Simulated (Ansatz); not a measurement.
Cost and result for the atomization energy of C$_{3}$H$_{7}$AlOSi (13 atoms, 13 bonds).

```xyz
13

C    -1.2903    0.4571   -1.6977
C    -0.5196    0.0554   -0.6826
Al    1.1390   -1.0629   -0.7958
Si   -0.7679    0.5835    1.0569
C     0.9942    0.1626    1.7284
O     1.7510   -0.4798    1.0014
H    -2.1578    1.1090   -1.5862
H    -1.0934    0.1544   -2.7264
H     2.2824   -0.5368   -1.7709
H     0.9519   -2.6256   -0.5385
H    -1.0273    2.0144    1.3807
H    -1.6557   -0.2597    1.9081
H     1.3934    0.4284    2.7227
```

Total charge 0; spin multiplicity 1. The bonds changed during the relaxation, so this is another structure than the one it started from. All single points use the PBE0-D4/def2-TZVP geometry. It is one conformer, not always the lowest. Program: Ansatz. All runs use 4 threads of an Arm Neoverse V1 on a shared host. Times are those of one run each, without the atoms' runs, and a repeat can differ threefold. Electronic energies, without spin–orbit coupling; frozen cores. CCSD(T)/CBS adds CCSD(T) − MP2 in def2-TZVPP to the MP2 limit, and its time is that of the two runs behind it. T1 = 0.016; the RHF reference is unstable towards UHF. B3LYP takes the VWN-RPA correlation (the form of Gaussian; ORCA's B3LYP/G).

CCSD(T)/CBS is a level of theory with its own doubt, some kJ/mol a heavy atom from the limit and from the frozen cores, so smaller differences don't rank the functionals.

```csv
level,functions,wall time,atomization (kJ/mol),difference from CCSD(T)/CBS,per bond
PBE-D4/def2-TZVPP (with forces),306,4 s,4902.3,84.2,6.5
PBE0-D4/def2-TZVPP,306,5.5 s,4815.1,-3.0,-0.2
r2SCAN-D4/def2-TZVPP (with forces),306,8.5 s,4837.0,18.9,1.5
B3LYP-D4/def2-TZVPP (with forces),306,9.5 s,4815.3,-2.8,-0.2
B2PLYP/def2-TZVPP,306,10 s,4760.2,-57.9,-4.5
ωB97X-V/def2-TZVPP,306,14 s,4834.7,16.6,1.3
ωB97M-V/def2-TZVPP (with forces),306,19 s,4831.7,13.6,1.0
MP2/def2-QZVPP,578,48 s,4840.6,22.5,1.7
CCSD(T)/def2-TZVPP,306,15 min,4693.9,-124.2,-9.5
CCSD(T)/CBS(def2),–,16 min,4818.1,0.0,0.0
```

From PBE to PBE0 (25 % exact exchange), in def2-TZVPP and without D4, the atomization energy moves by −82.1 kJ/mol: exact exchange takes away binding that semilocal exchange gives to molecules. In def2-TZVPP, CCSD(T) changes the Hartree–Fock value by +1168.3 kJ/mol (the triples alone add +79.7 kJ/mol) and MP2 by +1241.0 kJ/mol; breaking electron pairs costs correlation energy, which Hartree–Fock lacks. The D4 term adds +54.9 kJ/mol with B3LYP and +28.9 kJ/mol with PBE0; it sums over pairs of atoms, weighted by their polarisabilities, and B3LYP, whose exchange is more repulsive, gets the larger term.
